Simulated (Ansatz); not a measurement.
`CB(N)F` + H–F → `NB(F)F` + CH₄ at 298.15 K and 1 bar (ligand exchange at a B–C bond).

Program: Ansatz. Geometries: PBE0-D4/def2-TZVP. ΔE: electronic, gas phase. CCSD(T)/CBS is the MP2 limit (def2-TZVPP, def2-QZVPP) plus CCSD(T) − MP2 in def2-TZVPP, frozen cores. This one scheme is used for every species. One conformer a species, not always the lowest.

```json
{"species": "`CB(N)F`", "CCSD(T)/CBS energy (Eh)": "-220.47660", "H − E (kJ/mol)": "202.3", "S (J/(mol·K))": "296.3"}
{"species": "H–F", "CCSD(T)/CBS energy (Eh)": "-100.39570", "H − E (kJ/mol)": "33.5", "S (J/(mol·K))": "173.6"}
{"species": "`NB(F)F`", "CCSD(T)/CBS energy (Eh)": "-280.46129", "H − E (kJ/mol)": "110.4", "S (J/(mol·K))": "271.7"}
{"species": "CH₄", "CCSD(T)/CBS energy (Eh)": "-40.46206", "H − E (kJ/mol)": "127.4", "S (J/(mol·K))": "186.2"}
```

H − E and S are ideal-gas, rigid-rotor, harmonic terms from PBE0-D4/def2-TZVP, for one conformer and one mirror image of each species. 1 Eh = 2625.50 kJ/mol, R = 8.31446 J/(mol·K).

By hand: ΔE, ΔH, ΔS and ΔG.

ΔE = (-280.46129) + (-40.46206) − (-220.47660) − (-100.39570) = -0.05105 Eh = -134.0 kJ/mol. Δ(H − E) = 110.4 + 127.4 − 202.3 − 33.5 = 2.0, so ΔH = -132.0 kJ/mol. ΔS = 271.7 + 186.2 − 296.3 − 173.6 = -12.0 J/(mol·K). ΔG = -132.0 − 298.15 × (-12.0)/1000 = -128.4 kJ/mol.

By hand: the equilibrium constant, and the temperature at which ΔG would vanish if ΔH and ΔS stayed fixed.

log₁₀ K = −ΔG/(RT ln 10) = 22.5. ΔG = 0 at ΔH/ΔS = 11000 K, far beyond where these terms or the molecules hold.

The number of gas molecules stays the same, so ΔS is small and ΔH decides. A doubt of 5 kJ/mol in ΔE shifts log₁₀ K by 0.9 here. Other conformers and mirror images would add mixing entropy, several J/(mol·K) or more a flexible species. These are equilibria of isolated gas molecules and say nothing of rates. Largest T1 diagnostic: 0.011 (customary marks: 0.02 for closed shells, 0.045 for open ones).
